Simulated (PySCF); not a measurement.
Method: M06-2X/def2-TZVP // B3LYP-D3(BJ)/def2-SVP (PySCF 2.14.0). Isolated molecules, 0 K electronic values unless said otherwise. One relaxed conformer stands for a flexible species; it need not be the lowest. Delta-SCF ions had no search for a lower state. Excitations are Tamm–Dancoff values on a coarser integration grid. The basis has no diffuse functions, so Rydberg states are missing or too high.

Reference species (SMILES): `Bc1cc(F)co1` (neutral, multiplicity 1).

- vertical ionisation energy (Delta-SCF) = 9.41 eV
- S1–T1 gap (TDA) = 1.93 eV
- brightest of the four lowest singlets (TDA) = 5.09 eV

After one change: the vertical ionisation energy (Delta-SCF) drops by 0.04 eV; the S1–T1 gap (TDA) falls by 0.61 eV; the brightest of the four lowest singlets (TDA) rises by 1.14 eV.

Task: Which change was made? The new species is one of these.
A) `Bc1occc1F`
B) `Bc1ccoc1F`
C) `Bc1cocc1F`
D) `Bc1ccc(F)o1`

Result: C, `Bc1cocc1F`
